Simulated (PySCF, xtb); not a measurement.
H₂ISi, SMILES [SiH2]I, multiplicity 2.

Harmonic wavenumbers (cm⁻¹) from GFN2-xTB (xtb) at its own minimum, in rising order: 395, 513, 591, 727, 2318, 2327.

Task: What does PySCF with B3LYP-D3(BJ)/def2-TZVP give at its own minimum? (An estimate is asked for; the answer gives what the named calculation found.)

Result: 350, 579, 657, 913, 2173, 2213. Paired by order, the mean absolute difference is 104 cm⁻¹ and the zero-point energies are 9.8 and 9.8 kcal/mol.
